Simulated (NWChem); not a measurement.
Molecule: CdS; SMILES [S]=[Cd]

Program: NWChem. Structure relaxed at the PBE-D3(BJ)/def2-SVP level. def2 effective core potentials on Cd; no spin-orbit coupling. Level M06-2X/def2-SVP: energy and gradient on several grids; changes count from the extra-fine grid, which is no exact limit either.

Question: Which is the coarsest grid (coarse; fine; xcoarse; medium; xfine) from which on the energy stays within 500 μHa and each gradient component within 500 μHa/bohr of xfine?

Answer: coarse.
```
grid     size of the energy change (μHa)  largest change of a gradient component (μHa/bohr)
-------  -------------------------------  -------------------------------------------------
xcoarse                             1000                                                600
coarse                              < 10                                               < 30
medium                              < 10                                               < 30
fine                                < 10                                               < 30
xfine                               < 10                                               < 30
```
